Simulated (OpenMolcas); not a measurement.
Au VIII: CASPT2 settings compared

```
Program             : OpenMolcas
Basis               : ANO-RCC-VTZP [8s7p5d3f1g]
Scalar Hamiltonian  : X2C, point nucleus
Active space        : 4 electrons in 5 orbitals (5d)
State averaging     : 2S+1 = 5 even, 5 roots; 2S+1 = 3 even, 45 roots kept (CI in the orbitals of an earlier block); 2S+1 = 1 even, 50 roots kept (CI in the orbitals of an earlier block)
Spin-orbit coupling : state interaction with AMFI integrals over the reference wave functions, term energies averaged over their components
```

Methods on the same reference wave functions:
A. CASSCF
B. SS-CASPT2, IPEA 0.3 Eh, sigma1 regulariser 0.5 Eh (closed shells correlated: 4f 5s 5p)
C. SS-CASPT2, IPEA 0.3 Eh, no level shift (closed shells correlated: 5s 5p)
D. MS-CASPT2, IPEA 0.3 Eh, sigma1 regulariser 0.5 Eh (closed shells correlated: 4f 5s 5p)
E. MS-CASPT2, IPEA 0.3 Eh, no level shift (closed shells correlated: 5s 5p)
F. XMS-CASPT2, IPEA 0.1 Eh, imaginary shift 0.5 Eh (closed shells correlated: 5s 5p)

Energies in cm⁻¹ above 5d⁴ ⁵D₁.

| Level | A | B | C | D | E | F |
| --- | --- | --- | --- | --- | --- | --- |
| 5d⁴ ⁵D₁ | 0.0 | 0.0 | 0.0 | 0.0 | 0.0 | 0.0 |
| 5d⁴ ⁵D₂ | 7250 | 7390 | 7400 | 7380 | 7390 | 7360 |
| 5d⁴ ⁵D₃ [74 %] | 12212 | 12070 | 12070 | 12050 | 12050 | 12060 |
| 5d⁴ ³G₃ [60 %] | 31318 | 29290 | 29230 | 29280 | 29220 | 29410 |
| 5d⁴ ³F₂(1) [52 %] | 32611 | 29950 | 29880 | 29940 | 29860 | 29930 |
| 5d⁴ ³H₅ [73 %] | 33979 | 32780 | 32710 | 32740 | 32670 | 32870 |
| 5d⁴ ³P₁(1) [66 %] | 35382 | 33140 | 33080 | 33060 | 33000 | 33160 |
| 5d⁴ ³H₆ [66 %] | 37444 | 36260 | 36180 | 36230 | 36140 | 36360 |
| 5d⁴ ³G₄ [66 %] | 41978 | 39890 | 39810 | 39870 | 39780 | 39850 |
| 5d⁴ ³G₅ [73 %] | 55453 | 53710 | 53640 | 53670 | 53600 | 53800 |
| 5d⁴ ¹I₆ [66 %] | 57743 | 56280 | 56180 | 56250 | 56150 | 56390 |
| 5d⁴ ³D₁ | 57820 | 54490 | 54430 | 54490 | 54430 | 54580 |
| 5d⁴ ¹S₀(1) [65 %] | 66833 | 62810 | 62710 | 62640 | 62530 | 62700 |
| 5d⁴ ¹F₃ [53 %] | 70253 | 65680 | 65600 | 65660 | 65580 | 65820 |
| 5d⁴ ³F₃(2) [74 %] | 84081 | 78680 | 78590 | 78650 | 78550 | 78770 |
| 5d⁴ ³P₁(2) | 85176 | 79050 | 78970 | 79000 | 78920 | 79210 |
| 5d⁴ ³P₀(2) [72 %] | 89704 | 83110 | 83020 | 83160 | 83070 | 83070 |
| 5d⁴ ¹D₂(2) | 109666 | 101020 | 100890 | 100990 | 100860 | 100950 |
| 5d⁴ ¹S₀(2) | 138024 | 126930 | 126790 | 126890 | 126740 | 127120 |

A puts 5d⁴ ⁵D₀ [56 %] lowest. B puts 5d⁴ ⁵D₀ [51 %] lowest. C puts 5d⁴ ⁵D₀ [51 %] lowest. D puts 5d⁴ ⁵D₀ [51 %] lowest. E puts 5d⁴ ⁵D₀ [51 %] lowest. F puts 5d⁴ ⁵D₀ [51 %] lowest.

Among B to F the level of the table that moves most is 5d⁴ ¹S₀(2), by 380 cm-1 (lowest in E, highest in F). Moves below CASPT2's spread within the term are not significant.

From A to B the spin-free energies of the other terms of 5d⁴ shown, above ⁵D, scale by factors of 0.87 to 0.93, as is usual when dynamic correlation screens the repulsion within a d or f shell.

The lowest spin-free term lies below A's lowest term by 0.365 hartree in B, 0.239 hartree in C, 0.365 hartree in D, 0.239 hartree in E, 0.248 hartree in F.

CASPT2 breaks the degeneracy within a term, and the mean is taken; among the terms shown or strongly mixed into the levels shown the widest spread is 950 cm-1 (5d⁴ ¹I, D). Terms from blocks run as CI alone lack orbitals of their own. Without dynamic correlation excited terms often stand tens of per cent too high (terms of higher spin than the ground term too low), and those without a measured partner can miss by more than the paired ones (holds for A). The CASPT2 spread within a term exceeds the gap to the next term for 5d⁴ ³D and 5d⁴ ¹I, 5d⁴ ³P(2) and 5d⁴ ³F(2), so the order of their levels is uncertain, and so are names and mixing where such terms share a J (holds for D; E; F). Levels of configurations outside the active space are missing. Levels that lie high or do not pair safely by name in every column are left out.

A share in square brackets marks a mixed level and gives the weight of the term that names it, the lowest over the columns. A number in round brackets counts repeated terms of one configuration in the order of the reference energies.
